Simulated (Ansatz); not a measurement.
```yaml
crystal:
  periodic: [false, false, false]
  atoms:
    - {symbol: F, position_ang: [-2.650713, 0.863363, 0.370490]}
    - {symbol: Si, position_ang: [-1.406286, 0.778422, 1.330124]}
    - {symbol: F, position_ang: [-1.596426, -0.465710, 2.274942]}
    - {symbol: F, position_ang: [-1.359628, 2.078187, 2.211372]}
    - {symbol: Ge, position_ang: [0.593070, 0.543250, 0.059287]}
    - {symbol: Cl, position_ang: [0.784123, 2.303158, -1.153682]}
    - {symbol: Cl, position_ang: [2.225677, 0.486412, 1.450861]}
    - {symbol: Si, position_ang: [0.833211, -1.335063, -1.383637]}
    - {symbol: F, position_ang: [-0.313443, -1.339707, -2.461529]}
    - {symbol: F, position_ang: [0.736402, -2.669630, -0.555218]}
    - {symbol: F, position_ang: [2.219312, -1.299683, -2.122309]}
basis:
  gaussian: {orbitals: def2-mTZVP, fitting: {mean_field: cc-pVTZ-jkfit}}
hamiltonian: {xc: {name: PBE0}, dispersion: d3bj}
output: {forces: true}
```

```sh
$ ansatz run in.yaml --threads 4 --pin off --events-out ev --progress --plain --max-ram 46080MiB --backend cpu
```

It prints (some lines left out):

```
Functional definition: PBE0
1165 factors; integrals over basis functions are off by at most 1.6e-1 eV
mean field evaluation 1: about -113595.7298 eV, gradient 7.7e1 eV
mean field evaluation 2: about -113583.4497 eV, gradient 1.2e2 eV
mean field evaluation 4: about -113603.6931 eV, gradient 2.2e0 eV
mean field evaluation 8: about -113603.7107 eV, gradient 4.6e-2 eV
mean field -113603.71072206 eV, -4174.8593656750 hartree, gradient 3.8e-5 eV, S^2 0.000000; 0 other end points of the search recorded, 0 dependent functions left out
reference -113603.71075724 eV, -4174.8593669679 hartree; 74, 74 occupied and 164, 164 virtual orbitals, 1165 factors
Total energy: -113604.08486938 eV, -4174.8731153351 hartree
Atom 0 at    -2.650713     0.863363     0.370490 Å, force    -0.248491     0.014579    -0.186894 eV/Å
Atom 1 at    -1.406286     0.778422     1.330124 Å, force     0.301835    -0.027245    -0.186149 eV/Å
Atom 2 at    -1.596426    -0.465710     2.274942 Å, force    -0.041965    -0.245870     0.186350 eV/Å
Atom 3 at    -1.359628     2.078187     2.211372 Å, force     0.007003     0.254302     0.173548 eV/Å
Atom 4 at     0.593070     0.543250     0.059287 Å, force    -0.127634    -0.119172    -0.012472 eV/Å
Atom 5 at     0.784123     2.303158    -1.153682 Å, force     0.013356     0.107892    -0.073015 eV/Å
Atom 6 at     2.225677     0.486412     1.450861 Å, force     0.100279    -0.001766     0.084119 eV/Å
Atom 7 at     0.833211    -1.335063    -1.383637 Å, force    -0.027441     0.283535     0.212964 eV/Å
Atom 8 at    -0.313443    -1.339707    -2.461529 Å, force    -0.226914    -0.005257    -0.213000 eV/Å
Atom 9 at     0.736402    -2.669630    -0.555218 Å, force    -0.021170    -0.265959     0.160502 eV/Å
Atom 10 at     2.219312    -1.299683    -2.122309 Å, force     0.271142     0.004960    -0.145954 eV/Å
Dipole moment:    -0.064501    -0.060171    -0.006368 e Å
```

It took 4.9 s on 4 threads of an AMD EPYC 7R13 on a shared host, with 0.86 GiB of host memory at the peak.
